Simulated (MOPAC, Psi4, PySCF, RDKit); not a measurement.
Internal rotation in C₈H₈O₂, SMILES Cc1ccccc1C(=O)O, singlet. Scanned: dihedral O9–C8–O10–H18; all other coordinates were relaxed at GFN2-xTB. Points at φ and −φ are mirror images.

Atom numbering (GFN2-xTB optimised geometry, Å):
```
18

C      0.9029    -1.9857    -0.1778
C     -0.0506    -0.8464    -0.0352
C     -1.4121    -1.1039     0.0807
C     -2.3355    -0.0841     0.2145
C     -1.9111     1.2350     0.2359
C     -0.5658     1.5172     0.1230
C      0.3734     0.4925    -0.0126
C      1.8021     0.8487    -0.1301
O      2.7249     0.0807    -0.2610
O      2.0203     2.1783    -0.0778
H      0.3713    -2.9343    -0.1660
H      1.6343    -1.9739     0.6280
H      1.4627    -1.8996    -1.1072
H     -1.7526    -2.1294     0.0651
H     -3.3865    -0.3175     0.3023
H     -2.6263     2.0368     0.3400
H     -0.2231     2.5396     0.1382
H      2.9717     2.3461    -0.1600
```

Computed with: PM7, restricted, heats of formation // GFN2-xTB (MOPAC); RKS-B3LYP/6-31G* = restricted B3LYP/6-31G*, spherical d, density fitting // GFN2-xTB in PySCF 2.14.0; PBE0-D3(BJ)/def2-SVP // GFN2-xTB (Psi4); MMFF94 // GFN2-xTB (RDKit); AM1, restricted, heats of formation // GFN2-xTB (MOPAC); PBE-D3(BJ)/def2-SVP // GFN2-xTB (Psi4).

Energies in mEh, each method relative to its own lowest point.

| φ / ° | PM7 | RKS-B3LYP/6-31G* | PBE0-D3(BJ)/def2-SVP | MMFF94 | AM1 | PBE-D3(BJ)/def2-SVP |
|---|---|---|---|---|---|---|
| -165 | 10.3 | 10.5 | 10.0 | 14.7 | 10.0 | 9.2 |
| -150 | 11.1 | 12.0 | 11.5 | 16.1 | 11.0 | 10.9 |
| -135 | 12.3 | 14.7 | 14.3 | 18.7 | 12.7 | 13.9 |
| -120 | 13.5 | 17.8 | 17.4 | 21.7 | 14.4 | 17.2 |
| -105 | 14.1 | 20.0 | 19.7 | 23.8 | 15.3 | 19.7 |
| -90 | 13.5 | 20.3 | 20.1 | 23.9 | 15.0 | 20.2 |
| -75 | 11.7 | 18.3 | 18.1 | 21.2 | 13.2 | 18.1 |
| -60 | 8.8 | 14.3 | 14.1 | 16.4 | 10.2 | 14.0 |
| -45 | 5.6 | 9.3 | 9.2 | 10.6 | 6.6 | 9.1 |
| -30 | 2.7 | 4.6 | 4.5 | 5.2 | 3.2 | 4.5 |
| -15 | 0.7 | 1.2 | 1.2 | 1.4 | 0.9 | 1.2 |
| 0 | 0.0 | 0.0 | 0.0 | 0.0 | 0.0 | 0.0 |
| 15 | 0.7 | 1.2 | 1.2 | 1.4 | 0.9 | 1.2 |
| 30 | 2.7 | 4.6 | 4.5 | 5.2 | 3.2 | 4.5 |
| 45 | 5.6 | 9.3 | 9.2 | 10.6 | 6.6 | 9.1 |
| 60 | 8.8 | 14.3 | 14.1 | 16.4 | 10.2 | 14.0 |
| 75 | 11.7 | 18.3 | 18.1 | 21.2 | 13.2 | 18.1 |
| 90 | 13.5 | 20.3 | 20.1 | 23.9 | 15.0 | 20.2 |
| 105 | 14.1 | 20.0 | 19.7 | 23.8 | 15.3 | 19.7 |
| 120 | 13.5 | 17.8 | 17.4 | 21.7 | 14.4 | 17.2 |
| 135 | 12.3 | 14.7 | 14.3 | 18.7 | 12.7 | 13.9 |
| 150 | 11.1 | 12.0 | 11.5 | 16.1 | 11.0 | 10.9 |
| 165 | 10.3 | 10.5 | 10.0 | 14.7 | 10.0 | 9.2 |
| 180 | 10.3 | 10.7 | 10.2 | 14.9 | 10.0 | 9.3 |

Root-mean-square difference from the PBE-D3(BJ)/def2-SVP profile, itself a level with limits, after the best constant shift (mEh): PM7 2.7, RKS-B3LYP/6-31G* 0.4, PBE0-D3(BJ)/def2-SVP 0.3, MMFF94 1.9, AM1 2.1.
